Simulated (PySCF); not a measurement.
**Radial density of Hg⁷⁵⁺ (mercury, charge +75)**

UHF, [He] 2s2 2p1, 2P determinant. All numbers are calculated (PySCF 2.14, the spin-free X2C one-electron Hamiltonian (Gaussian nucleus), in an uncontracted even-tempered set (18 s from 56 bohr⁻², ratio 2.2; 13 p from 72 bohr⁻², ratio 2.2; 5 d from 270 bohr⁻², ratio 2.4; 5 f from 400 bohr⁻², ratio 2.4; 4 g from 600 bohr⁻², ratio 2.4)).

| r (bohr) | 4πr²ρ (e/bohr) | 4πr²(ρα − ρβ) |
| --- | --- | --- |
| 0.0135 | 94.21 | 2.4362 |
| 0.0227 | 51.84 | 7.5454 |
| 0.0381 | 41.55 | 14.7594 |
| 0.0641 | 44.27 | 12.9350 |
| 0.108 | 10.96 | 2.8677 |
| 0.181 | 0.2191 | 0.0615 |
| 0.305 | 0.0001031 | 0.0000 |

Densities and radii are taken from the X2C orbitals without a picture-change correction, which distorts them close to the nucleus.

Spin-orbit coupling, absent here, splits the open shell strongly.
